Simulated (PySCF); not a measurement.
C₃H₉ClOSi. Atoms are numbered in the order given.

```xyz
15

O     -2.6329    -0.7296     0.7853
C     -2.2467    -0.9711    -0.5499
C     -1.5897     0.2434    -1.2068
C     -0.4405     0.8323    -0.3774
Si     0.9525    -0.3706    -0.0166
Cl     2.5740     0.7146     0.6926
H     -3.3060    -0.0390     0.7805
H     -3.1002    -1.3142    -1.1673
H     -1.5347    -1.8139    -0.5093
H     -2.3570     1.0206    -1.3792
H     -1.2303    -0.0536    -2.2078
H     -0.8207     1.1925     0.5925
H      0.0008     1.7032    -0.8901
H      1.3821    -1.0719    -1.2598
H      0.5986    -1.3735     1.0203
```
Charge 0, spin multiplicity 1.

Geometry optimised at ωB97X-D3(BJ)/def2-SVP. This is a generated structure with no PubChem entry under its InChIKey; it may be hypothetical. The values are those of a single conformer.

The numbers are results of ωB97X-D3(BJ)/def2-SVP in PySCF, not measurements.

Frequencies are harmonic and unscaled.

Computed vibrational spectrum:
| mode | ν (cm⁻¹) | IR (km/mol) | moving atoms (share of kinetic energy) |
|---|---|---|---|
| 1 | 42 | 1.4 | Si 43 %, H 20 %, O 14 %, Cl 13 %, C 10 % |
| 2 | 46 | 0.5 | O 44 %, Cl 19 %, C 17 %, H 15 % |
| 3 | 132 | 1.0 | Si 29 %, C 27 %, H 22 %, Cl 21 % |
| 4 | 204 | 2.7 | C 35 %, H 24 %, Cl 20 %, O 14 % |
| 5 | 212 | 3.2 | H 43 %, C 38 %, O 10 % |
| 6 | 319 | 143.4 | H 82 %, O 9 % |
| 7 | 350 | 3.1 | H 45 %, C 36 %, O 13 % |
| 8 | 487 | 13.3 | H 81 % |
| 9 | 528 | 1.0 | H 37 %, C 32 %, Si 11 %, O 10 %, Cl 10 % |
| 10 | 570 | 86.5 | Si 44 %, Cl 32 %, H 15 % |
| 11 | 688 | 27.4 | H 68 %, C 16 %, Si 14 % |
| 12 | 714 | 23.3 | H 43 %, C 36 %, Si 20 % |
| 13 | 778 | 8.8 | H 73 %, C 21 % |
| 14 | 882 | 221.5 | H 86 % |
| 15 | 897 | 33.8 | C 55 %, H 41 % |
| 16 | 921 | 49.9 | H 57 %, C 32 %, O 8 % |
| 17 | 976 | 105.5 | H 95 % |
| 18 | 1023 | 34.4 | H 74 %, C 24 % |
| 19 | 1060 | 10.2 | H 56 %, C 33 %, O 10 % |
| 20 | 1125 | 7.0 | H 81 %, C 16 % |
| 21 | 1164 | 91.3 | C 40 %, H 37 %, O 23 % |
| 22 | 1186 | 6.5 | H 65 %, C 30 % |
| 23 | 1281 | 14.9 | H 64 %, C 35 % |
| 24 | 1319 | 1.0 | H 81 %, C 18 % |
| 25 | 1379 | 13.6 | H 69 %, C 26 % |
| 26 | 1395 | 6.8 | H 75 %, C 23 % |
| 27 | 1426 | 18.5 | H 84 %, C 15 % |
| 28 | 1437 | 25.9 | H 75 %, C 24 % |
| 29 | 1476 | 4.5 | H 91 %, C 9 % |
| 30 | 1505 | 2.5 | H 91 %, C 9 % |
| 31 | 2259 | 110.3 | H 97 % |
| 32 | 2288 | 91.0 | H 97 % |
| 33 | 3034 | 45.0 | H 94 % |
| 34 | 3055 | 40.8 | H 94 % |
| 35 | 3089 | 4.1 | H 94 % |
| 36 | 3102 | 20.7 | H 91 %, C 9 % |
| 37 | 3115 | 46.8 | H 91 %, C 9 % |
| 38 | 3150 | 4.0 | H 91 %, C 9 % |
| 39 | 3877 | 36.4 | H 94 % |
